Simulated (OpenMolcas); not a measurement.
5d5 along the 73-electron sequence

| Property | Result |
| --- | --- |
| Program | OpenMolcas 26.06 |
| Method | SS-RASPT2, IPEA 0.25 Eh, imaginary shift 0.1 Eh |
| Basis | ANO-RCC-VQZP |
| Scalar Hamiltonian | DKH2, point nucleus |
| Spin-orbit coupling | RASSI with atomic mean-field integrals over the reference wave functions, term energies averaged over their components |

Active space for each ion: 11 electrons in 8 orbitals (RAS1 5p, at most 2 holes; RAS2 5d); closed shells correlated by CASPT2: 5s.

Computed levels in cm-1 above 6S 5/2:

| Level | Re2+ | Os3+ | Ir4+ | Pt5+ | Au6+ |
| --- | --- | --- | --- | --- | --- |
| 4G 7/2 | 18500 | 21100 | 23440 | 25570 | 27650 |
| 4G 11/2 | 19310 | 22130 | 24730 | 27150 | 29560 |
| 4G 9/2 | 19860 | 22910 | 25770 | 28510 | 31280 |
| 4P 1/2 | 21110 | 24600 | 27730 | 30670 | 33610 |
| 4D 7/2 | 23170 | 27190 | 30950 | 34600 | 38350 |
| 4D 1/2 | 25960 | 30820 | 35440 | 40050 | 44940 |
| 2I 11/2 | 27950 | 32140 | 36190 | 40250 | 44580 |
| 2I 13/2 | 30290 | 35090 | 39750 | 44450 | 49460 |
| 2H 9/2 | 35230 | 40960 | 46380 | 51710 | 57230 |
| weight of 6S in the lowest level (%) | 90 | 88 | 85 | 81 | 76 |

Mixed levels, with the weight of the term that names them: Re2+ 4G 7/2 (71 %), Re2+ 4P 1/2 (60 %), Re2+ 4D 7/2 (74 %), Re2+ 4D 1/2 (64 %), Re2+ 2H 9/2 (52 %), Os3+ 4G 7/2 (68 %), Os3+ 4P 1/2 (60 %), Os3+ 4D 7/2 (70 %), Os3+ 4D 1/2 (65 %), Os3+ 2H 9/2 (52 %), Ir4+ 4G 7/2 (64 %), Ir4+ 4P 1/2 (60 %), Ir4+ 4D 7/2 (66 %), Ir4+ 4D 1/2 (65 %), Ir4+ 2I 11/2 (73 %), Ir4+ 2H 9/2 (52 %), Pt5+ 4G 7/2 (61 %), Pt5+ 4G 11/2 (75 %), Pt5+ 4P 1/2 (59 %), Pt5+ 4D 7/2 (60 %), Pt5+ 4D 1/2 (66 %), Pt5+ 2I 11/2 (71 %), Pt5+ 2H 9/2 (52 %), Au6+ 4G 7/2 (57 %), Au6+ 4G 11/2 (70 %), Au6+ 4P 1/2 (59 %), Au6+ 4D 7/2 (53 %), Au6+ 4D 1/2 (67 %), Au6+ 2I 11/2 (68 %), Au6+ 2H 9/2 (52 %).

Measured, with the error of the calculation in %. Measured levels: Re2+ from the list in Brasseur, Gamrath and Quinet, At. Data Nucl. Data Tables 157, 101636 (2024).

```tsv
Level	Re2+
4G 7/2	16890 (+9.5)
4G 11/2	18020 (+7.1)
4G 9/2	18346 (+8.2)
4D 7/2	20453 (+13.3)
2I 11/2	26170 (+6.8)
2I 13/2	28588 (+6.0)
```

4G 7/2 changes by a factor of 1.49 over the same range, with steps per unit of Z of +2600, +2340, +2130, +2080 cm-1.

Term energies are means over components that CASPT2 splits; among the terms shown or strongly mixed into the levels shown the widest spread is 350 cm-1 (5d5 2H, Re2+). Active for correlation alone: 5p; no level in the range computed is led by a configuration that opens it, so any true level of that kind is missing. Some levels mix across a computed gap that differs much from the measured one, so their mixing is not that of the real levels (holds for Re2+). Measured partners are found by configuration, term and J. A level has none where our copy of the source lacks it or the pairing is in doubt (some pairs that miss far off the trend of their configuration count as doubtful), and it then counts in no deviation. Only configurations of the active space appear.
